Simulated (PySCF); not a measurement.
Several molecules and their computed UV-vis stick spectra, shuffled. Method used: TDDFT PBE0/def2-SVPD, vertical, gas phase, core orbitals frozen in the response in PySCF 2.14.0, density-fitted response routines. Geometries: GFN2-xTB; one conformer of each isolated species. Triplets are in the Tamm–Dancoff approximation.

A. `CCOC=C=O`
B. `c1noc(CC(F)F)c1`
C. `O1[C@@H](C)C(=O)C1`
D. `CO[Si@H](N)SC`

Lowest singlet levels (six at most, fewer where fewer were computed) with oscillator strengths:

1. 287 nm (f 0.000); 225 nm (f 0.007); 171 nm (f 0.037); 169 nm (f 0.001); 168 nm (f 0.002); 165 nm (f 0.004); T1 3.72 eV
2. 509 nm (f 0.000); 220 nm (f 0.019); 200 nm (f 0.000); 198 nm (f 0.000); 187 nm (f 0.000); 177 nm (f 0.007); T1 1.95 eV
3. 197 nm (f 0.008); 192 nm (f 0.214); 174 nm (f 0.016); 168 nm (f 0.010); 155 nm (f 0.006); 154 nm (f 0.025); T1 4.21 eV
4. 227 nm (f 0.001); 199 nm (f 0.031); 191 nm (f 0.040); 189 nm (f 0.013); 178 nm (f 0.012); 176 nm (f 0.010); T1 5.09 eV

Question: Which spectrum belongs to which structure?

Answer: 1 = C, 2 = A, 3 = B, 4 = D.
- A: S1 at 2.43 eV, HOMO→LUMO (99%); Löwdin shares by element: HOMO carbon 48% or more, oxygen 46%; LUMO carbon 51% or more, oxygen 39%; HOMO -6.22 and LUMO -1.70 eV; point group Cs, 4 of its 6 listed states under f = 0.0005.
- B: S1 at 6.31 eV, HOMO-1→LUMO (97%); Löwdin shares by element: HOMO carbon 56% or more, nitrogen 26% (atoms not listed hold the other 19%); LUMO carbon 36% or more, nitrogen 21%, oxygen 17% (atoms not listed hold the other 26%); HOMO -7.86 and LUMO -0.77 eV.
- C: S1 at 4.31 eV, HOMO→LUMO (98%); Löwdin shares by element: HOMO oxygen 49% or more, carbon 40% or more; LUMO carbon 53% or more, oxygen 32% or more (atoms not listed hold the other 16%); HOMO -7.69 and LUMO -1.14 eV.
- D: S1 at 5.46 eV, HOMO→LUMO (92%); Löwdin shares by element: HOMO sulfur 72%, carbon 11% or more, silicon 8%; LUMO sulfur 37%, silicon 14%, carbon 9% or more, nitrogen 8% (atoms not listed hold the other 33%); HOMO -6.63 and LUMO 0.20 eV.
